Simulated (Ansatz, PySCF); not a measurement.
Potential energy curve for CH (cation, charge +1), singlet.

UKS-BP86/6-31G* = unrestricted BP86/6-31G*, spherical d (PySCF); UMP2/3-21G = unrestricted MP2 (frozen core)/3-21G in PySCF; UKS-B3LYP/6-31G* = unrestricted B3LYP/6-31G*, spherical d (PySCF); FCI = full CI/cc-pVQZ, frozen core run with Ansatz (a quantum-chemistry and plane-wave program).

Energies relative to the lowest point of each curve near equilibrium, in kJ/mol; the last columns give the difference from FCI:

```
R / Å  UKS-BP86/6-31G*  UMP2/3-21G  UKS-B3LYP/6-31G*    FCI  UKS-BP86/6-31G* − FCI  UMP2/3-21G − FCI  UKS-B3LYP/6-31G* − FCI
-----  ---------------  ----------  ----------------  -----  ---------------------  ----------------  ----------------------
0.85             212.4       188.3             202.2  189.7                   22.7              -1.4                    12.5
0.92             105.5        87.0              97.4   91.0                   14.5              -4.0                     6.4
0.96              65.5        50.4              58.8   54.6                   10.9              -4.2                     4.2
1.03              22.1        13.1              17.9   16.2                    5.9              -3.1                     1.7
1.09               4.6         0.8               2.7    2.2                    2.5              -1.4                     0.5
1.10               3.1         0.0               1.6    1.1                    1.9              -1.1                     0.4
1.14               0.0         0.0               0.0    0.0                    0.0               0.0                     0.0
1.17               0.5         2.6               1.7    1.9                   -1.4               0.7                    -0.2
1.18               1.1         3.9               2.7    2.9                   -1.8               1.0                    -0.2
1.26              12.6        19.7              17.3   17.7                   -5.1               2.0                    -0.5
1.33              29.4        39.0              36.7   37.3                   -7.9               1.7                    -0.5
1.43              59.3        71.0              70.4   71.1                  -11.7              -0.1                    -0.7
1.56             102.2       115.5             117.9  118.9                  -16.7              -3.4                    -1.0
1.71             150.7       184.4             171.2  172.9                  -22.2              11.5                    -1.7
1.87             197.3       235.5             222.6  224.8                  -27.5              10.8                    -2.2
2.05             241.7       264.5             267.0  273.7                  -32.0              -9.2                    -6.7
2.32             286.0       281.1             303.1  328.3                  -42.3             -47.2                   -25.1
2.49             299.3       288.8             315.0  352.4                  -53.0             -63.5                   -37.4
2.79             311.9       298.3             329.7  379.8                  -68.0             -81.5                   -50.2
3.04             318.2       303.0             338.1  392.5                  -74.3             -89.4                   -54.3
3.46             322.4       306.8             345.9  402.3                  -79.8             -95.4                   -56.4
3.92             321.2       308.2             348.1  406.0                  -84.8             -97.8                   -57.9
4.50             315.6       308.6             346.0  407.3                  -91.7             -98.8                   -61.4
```

UKS-BP86/6-31G* is furthest from FCI at 4.50 (-91.7 kJ/mol, below); its mean absolute difference over the points is 29.5 kJ/mol.

UMP2/3-21G is furthest from FCI at 4.50 (-98.8 kJ/mol, below); its mean absolute difference over the points is 27.4 kJ/mol.

UKS-B3LYP/6-31G* is furthest from FCI at 4.50 (-61.4 kJ/mol, below); its mean absolute difference over the points is 16.6 kJ/mol.

The unrestricted determinant behind UKS-BP86/6-31G*, UMP2/3-21G, UKS-B3LYP/6-31G* is spin-contaminated at 0.85 to 4.50 Å (<S²> up to 1.0, against 0.00 for a pure singlet).
